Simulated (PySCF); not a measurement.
Run record: geometry optimisation, `C1/C=C\C=C(/C=C\C=1)Br`.

Method: PBE0-D3(BJ)/def2-SVP geometry optimisation, gas phase (PySCF 2.14.0). Start geometry: GFN2-xTB. A driver script takes a list of jobs; this job's settings line and coordinates (Å) are shown.

Input:
```
{"job": {"xc": "PBE0", "basis": "def2-SVP", "d3": "d3bj", "grid": 2, "kind": "geom"}, "charge": 0, "multiplicity": 1}
Br     3.229810    -0.002053     1.260080
C      1.595680     0.207470     0.257082
C      0.956225     1.367179     0.307606
C     -0.261367     1.660871    -0.452174
C     -1.398526     0.980500    -0.368725
C     -1.647905    -0.178616     0.492283
C     -0.986833    -1.330843     0.469644
C      0.127015    -1.659577    -0.421046
C      1.260463    -0.976316    -0.532841
H      1.357599     2.186801     0.890215
H     -0.205557     2.551264    -1.066961
H     -2.265781     1.327098    -0.919155
H     -2.507187    -0.073269     1.144654
H     -1.316875    -2.148408     1.099981
H      0.001359    -2.571055    -0.993431
H      2.054280    -1.332101    -1.178621
```

Output:
```
step   0  E = -2881.95392885  max force = 0.014422
step   1  E = -2881.95659949  max force = 0.002513
step   2  E = -2881.95670413  max force = 0.001779
step   3  E = -2881.95670834  max force = 0.001147
step   4  E = -2881.95672403  max force = 0.000528
step   5  E = -2881.95672747  max force = 0.000218
optimisation converged
```

Energies in Eh; «max force» is the largest Cartesian gradient component in Eh/bohr.

Task: How much energy does the optimisation release, in kJ/mol?

Result: E(step 0) − E(last step) = 0.002799 Eh, which is 7.3 kJ/mol.

In short: final energy -2881.95673 Eh after 5 steps; dipole 1.81 D.

Task: Where do the atoms end?

Result: 0.078 Å rms from the input after alignment:
```
atom  x, y, z in Å
Br1    2.8528    0.1056    0.5006
C2     1.1785    0.2509   -0.3992
C3     0.5161    1.4148   -0.3529
C4    -0.7482    1.6958   -1.0424
C5    -1.8961    1.0086   -0.9297
C6    -2.1409   -0.1806   -0.1069
C7    -1.4571   -1.3364   -0.1278
C8    -0.3191   -1.6627   -0.9925
C9     0.8219   -0.9710   -1.1293
H10    0.9779    2.2511    0.1833
H11   -0.7608    2.6152   -1.6408
H12   -2.7766    1.4117   -1.4455
H13   -3.0311   -0.1328    0.5326
H14   -1.8297   -2.1598    0.4936
H15   -0.4011   -2.6065   -1.5461
H16    1.6069   -1.3741   -1.7790
```

Time: 84 s wall; peak memory 0.85 GiB. Hardware: one thread, Arm Neoverse V2 (aarch64), no GPU, on a shared host.
Labels such as C1 count atoms from 1, the log's own numbers from 0.
